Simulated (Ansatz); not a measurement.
One change: `C=N[SiH](F)F` becomes `F[SiH](F)[CH2][GeH3]`.

Ansatz, PBE0-D4/def2-TZVP geometries, multiplicity 1. Each molecule was computed in one conformer, which needn't be the lowest.

Scalar relativity is left out up to krypton.

```
                                          property  `C=N[SiH](F)F`
               HOMO energy (B3LYP/def2-TZVPP) / eV           -7.58
                LUMO energy (PBE0/def2-TZVPP) / eV           -1.59
               HOMO–LUMO gap (PBE/def2-TZVPP) / eV            3.63
              HOMO–LUMO gap (PBE0/def2-TZVPP) / eV            6.21
size of the dipole moment (ωB97M-V/def2-TZVPP) / D            2.25
  size of the dipole moment (B3LYP/def2-TZVPP) / D            2.23
```

**Question.** Give the same properties after the change, and the shifts. (Estimate.)

**Answer.** Ansatz gave: 
```json
{"property": "HOMO energy (B3LYP/def2-TZVPP) / eV", "`F[SiH](F)[CH2][GeH3]`": "-8.85", "shift": "-1.27"}
{"property": "LUMO energy (PBE0/def2-TZVPP) / eV", "`F[SiH](F)[CH2][GeH3]`": "0.43", "shift": "2.02"}
{"property": "HOMO–LUMO gap (PBE/def2-TZVPP) / eV", "`F[SiH](F)[CH2][GeH3]`": "7.28", "shift": "3.65"}
{"property": "HOMO–LUMO gap (PBE0/def2-TZVPP) / eV", "`F[SiH](F)[CH2][GeH3]`": "9.50", "shift": "3.29"}
{"property": "size of the dipole moment (ωB97M-V/def2-TZVPP) / D", "`F[SiH](F)[CH2][GeH3]`": "2.01", "shift": "-0.24"}
{"property": "size of the dipole moment (B3LYP/def2-TZVPP) / D", "`F[SiH](F)[CH2][GeH3]`": "2.02", "shift": "-0.21"}
```

With PBE0 the HOMO falls by 1.26 eV and the LUMO rises by 2.02 eV, so the gap widens by about 3.28 eV. PBE moves the HOMO by -1.38 eV and ωB97M-V by -1.11 eV. Dipoles are sizes alone; their direction can turn.

B3LYP here is the variant with VWN-RPA as its local correlation; programs differ in this.
